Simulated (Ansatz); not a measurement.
`CO[SiH](N)Cl` + `BO[SiH2]N` → `N[SiH2]O[SiH](N)Cl` + `BOC`  (redistribution)

Computed with Ansatz on PBE0-D4/def2-TZVP structures; ΔE is electronic, products minus reactants. CCSD(T)/CBS adds triple-zeta CCSD(T) − MP2 to the extrapolated MP2 energy (def2 sets, frozen cores). Functionals use def2-TZVPP. B3LYP here is the variant with VWN-RPA as its local correlation; programs differ in this. Each species was taken in one conformer, which may not be the lowest.

Problem. Is it downhill or uphill in electronic energy at CCSD(T)/CBS, and by how much? (An estimate is asked.)

Solution. Computed: Downhill: ΔE = -30.8 kJ/mol.

Problem. What do these levels give: B3LYP-D4, ωB97M-V, B2PLYP, B3LYP, SCS-MP2/def2-QZVPP, HF/CBS(def2)? (Estimate.)

Solution. Computed: B3LYP-D4 -32.8, ωB97M-V -30.2, B2PLYP -27.9, B3LYP -26.4, SCS-MP2/def2-QZVPP -29.1, HF/CBS(def2) -24.8 kJ/mol.

Largest T1 diagnostic among the species: 0.014.

The D4 term adds −6.4 kJ/mol with B3LYP and −3.9 kJ/mol with PBE0; it sums over pairs of atoms, weighted by their polarisabilities, and B3LYP, whose exchange is more repulsive, gets the larger term. In def2-TZVPP, CCSD(T) changes the Hartree–Fock value by −5.7 kJ/mol (the triples alone add −1.0 kJ/mol) and MP2 by −5.0 kJ/mol.
